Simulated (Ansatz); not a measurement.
Geometry optimisation, RKS B3LYP-D4/def2-SVP (Ansatz 0.2.0).

Input file:

```yaml
crystal:
  periodic: [false, false, false]
  atoms:
    - { symbol: C, position_ang: [-1.6262, 0.7588, 1.1952] }
    - { symbol: Si, position_ang: [-0.2458, 0.9021, -0.0118] }
    - { symbol: "N", position_ang: [-0.71751, 2.08382, -1.28701] }
    - { symbol: C, position_ang: [-1.75534, 1.44815, -2.17837] }
    - { symbol: As, position_ang: [0.79631, 2.40022, -2.46148] }
    - { symbol: H, position_ang: [-2.5597, 0.3985, 0.6622] }
    - { symbol: H, position_ang: [-1.3765, 0.1557, 2.0438] }
    - { symbol: H, position_ang: [-1.8758, 1.8376, 1.5499] }
    - { symbol: H, position_ang: [0.95626, 1.33501, 0.67551] }
    - { symbol: H, position_ang: [0.00206, -0.44829, -0.58779] }
    - { symbol: H, position_ang: [-2.71463, 1.3119, -1.49259] }
    - { symbol: H, position_ang: [-1.47846, 0.4988, -2.5975] }
    - { symbol: H, position_ang: [-2.05718, 2.21991, -2.87792] }
    - { symbol: H, position_ang: [1.73828, 2.70992, -1.23525] }
    - { symbol: H, position_ang: [1.20494, 0.88611, -2.53151] }
basis:
  gaussian: { orbitals: def2-SVP }
hamiltonian:
  xc: b3lyp
  dispersion: d4
relax:
  f_tol: 0.015
  max_steps: 40
```

Launched with:

```bash
$ ansatz run input.yaml --threads 2 --pin off --max-ram 3072MiB --backend cpu --events-out ev --progress --plain --runs-dir out
```

Where does it end, and by what steps?

The run converged. After 10 steps the energy has fallen by 0.685 eV; H15 moved furthest, 0.51 Å.

```tsv
step	energy less start (eV)	largest force component (eV/Å)	accepted
0	0.0000	3.395	yes
1	-0.4761	1.187	yes
2	-0.5942	0.870	yes
3	-0.6341	0.672	yes
4	-0.6719	0.251	yes
5	-0.6805	0.060	yes
6	-0.6835	0.037	yes
7	-0.6846	0.028	yes
8	-0.6849	0.018	yes
9	-0.6850	0.025	yes
10	-0.6851	0.009	yes
```

```xyz
15
Properties=species:S:1:pos:R:3
C -1.716 0.743 1.159
Si -0.210 0.782 0.031
N -0.557 1.681 -1.433
C -1.851 1.544 -2.098
As 0.816 2.327 -2.529
H -2.542 0.157 0.725
H -1.448 0.275 2.121
H -2.082 1.761 1.364
H 0.933 1.460 0.707
H 0.213 -0.631 -0.253
H -2.671 1.595 -1.363
H -1.970 0.594 -2.658
H -2.011 2.367 -2.814
H 1.726 2.802 -1.392
H 1.658 1.041 -2.700
```

Whether the end is a true minimum wasn't checked by a vibrational analysis.

The run took 66 s on 2 threads of Arm Neoverse V1, with other jobs on the host, peak memory 0.44 GiB.
